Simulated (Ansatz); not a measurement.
Total energies of BH5S3Si, SMILES `[SiH3]B(S)SS`.

```json
{"atom": "Si1", "x (Å)": "0.0724", "y (Å)": "0.1768", "z (Å)": "1.1943"}
{"atom": "B2", "x (Å)": "-0.6667", "y (Å)": "-0.3065", "z (Å)": "-0.6124"}
{"atom": "S3", "x (Å)": "-2.4264", "y (Å)": "-0.4618", "z (Å)": "-0.9153"}
{"atom": "S4", "x (Å)": "0.3712", "y (Å)": "-0.6161", "z (Å)": "-2.0443"}
{"atom": "S5", "x (Å)": "2.2940", "y (Å)": "-0.4155", "z (Å)": "-1.3203"}
{"atom": "H6", "x (Å)": "0.8699", "y (Å)": "1.4314", "z (Å)": "1.1380"}
{"atom": "H7", "x (Å)": "0.9213", "y (Å)": "-0.9107", "z (Å)": "1.7479"}
{"atom": "H8", "x (Å)": "-1.0691", "y (Å)": "0.3978", "z (Å)": "2.1300"}
{"atom": "H9", "x (Å)": "-2.8317", "y (Å)": "-0.1731", "z (Å)": "0.3320"}
{"atom": "H10", "x (Å)": "2.4652", "y (Å)": "0.8777", "z (Å)": "-1.6498"}
```

The species carries charge 0 and has multiplicity 1. All single points use the PBE0-D4/def2-TZVP geometry. It is one conformer, not always the lowest. Basis def2-TZVPP, the Gaussian-basis code of Ansatz.

RPA on PBE orbitals: Hartree–Fock energy of these orbitals -1509.14730 Eh, correlation -1.33722 Eh (frozen core).

```
 functional  energy without D4 (Eh)  D4 term (kJ/mol)
LDA (SPW92)             -1506.45110                 –
        PBE             -1511.32167             -34.0
       BLYP             -1511.99643             -72.9
     r2SCAN             -1511.90488              -8.1
     B97M-V             -1511.66604                 –
       PBE0             -1511.45415             -29.3
      B3LYP             -1512.10641             -55.7
    r2SCANh             -1511.89661              -8.9
    r2SCAN0             -1511.88558              -9.9
      BHLYP             -1512.00423             -47.4
  CAM-B3LYP             -1512.04050             -30.5
    ωB97X-V             -1511.79660                 –
    ωB97M-V             -1511.92165                 –
     B2PLYP             -1511.49559                 –
```

Q: Give the same for revPBE, HSE06 (plane-wave form), LC-ωPBE, PBE-QIDH. (Best estimate.)

A: Ansatz gave: 
```csv
functional,energy without D4 (Eh),D4 term (kJ/mol)
revPBE,-1511.74490,-87.9
HSE06 (plane-wave form),-1511.42345,-27.7
LC-ωPBE,-1511.56879,–
PBE-QIDH,-1511.10596,–
```

B3LYP takes the VWN-RPA correlation (the form of Gaussian; ORCA's B3LYP/G). HSE06 is the plane-wave form, built on full-range PBE exchange. The double hybrids freeze the cores in their second-order part.

LC-ωPBE has ω = 0.4 bohr⁻¹.
